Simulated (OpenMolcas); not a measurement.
B, Al, Ga, In, Tl: ns² np down the group

```json
{
  "Program": "OpenMolcas 26.06",
  "Method": "SS-RASPT2, IPEA 0.25 Eh, imaginary shift 0.1 Eh",
  "Basis": "ANO-R2",
  "Scalar Hamiltonian": "X2C, finite nucleus",
  "Spin-orbit coupling": "state interaction with AMFI integrals over the reference wave functions, term energies averaged over their components"
}
```

Active space for each ion: 3 electrons in 9 orbitals (RAS2 s p; RAS3 d, at most 2 electrons); closed shells correlated by CASPT2: B 1s; Al 2s 2p; Ga 3d; In 4d; Tl 5d.

Computed levels in cm-1 above ²P°_1/2:

```
                                Level     B   Al   Ga    In    Tl
                              ²P°_3/2  14.3  109  794  2090  7080
weight of ²P° in the lowest level (%)   100  100  100   100   100
```

Measured, with the error of the calculation in %. Measured levels: B, Al, Ga, In, Tl from NIST Handbook of Basic Atomic Spectroscopic Data.

```
  Level            B          Al          Ga           In           Tl
²P°_3/2  15.3 (-6.6)  112 (-3.1)  826 (-3.9)  2213 (-5.3)  7793 (-9.1)
```

The fine-structure level ²P°_3/2 changes by a factor of 495 from B to Tl.

Active for correlation alone: 3d; no level in the range computed is led by a configuration that fills it, so any true level of that kind is missing (holds for B; Al). Some high roots are left out of the spin-orbit mixing, which shifts the levels that they would mix with (holds for Ga; In; Tl). Active for correlation alone: 4d; no level in the range computed is led by a configuration that fills it, so any true level of that kind is missing (holds for Ga). Active for correlation alone: 5d; no level in the range computed is led by a configuration that fills it, so any true level of that kind is missing (holds for In). Active for correlation alone: 6d; no level in the range computed is led by a configuration that fills it, so any true level of that kind is missing (holds for Tl). Computed and measured levels are paired by configuration, term and J; levels that our copy of the source lacks, or whose pairing is in doubt (as where it misses far off the trend of its configuration), stay unpaired and out of the deviations. Levels of configurations outside the active space are missing.

° marks odd parity.
